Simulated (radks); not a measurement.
Question: The mean radii <r> (bohr) of the occupied orbitals of an atom or ion are listed with their occupations. Method: Dirac Kohn-Sham, PBE, spin-unpolarised, spherical densities, point nucleus; computed with a radial shooting solver on a logarithmic mesh with Libxc functionals.

orbital  occ.      <r>
1s1/2       2  0.02037
2s1/2       2  0.08589
2p1/2       2  0.07147
2p3/2       4  0.07875
3s1/2       2   0.2249
3p1/2       2   0.2146
3p3/2       4   0.2283
3d3/2       4   0.2013
3d5/2       6   0.2055
4s1/2       2   0.5070
4p1/2       2   0.5158
4p3/2       4   0.5467
4d3/2       4   0.5734
4d5/2       6   0.5842
5s1/2       2    1.204
5p1/2       2    1.324
5p3/2       4    1.409
4f5/2       6   0.7232
4f7/2       4   0.7330

Name the element and its charge. Open shells, if any, fill j = l - 1/2 first.

Answer: Z = 68, erbium, charge +4: Er4+ in [Xe] 4f10. The 1s radius gives Z: for a bare nucleus <r> = (2 gamma + 1)/(2Z) with gamma = sqrt(1 - (Z/c)^2), 0.02012 bohr for Z = 68, and screening makes it slightly larger (0.02037 here). The occupations add up to 64, and the charge is Z minus that.
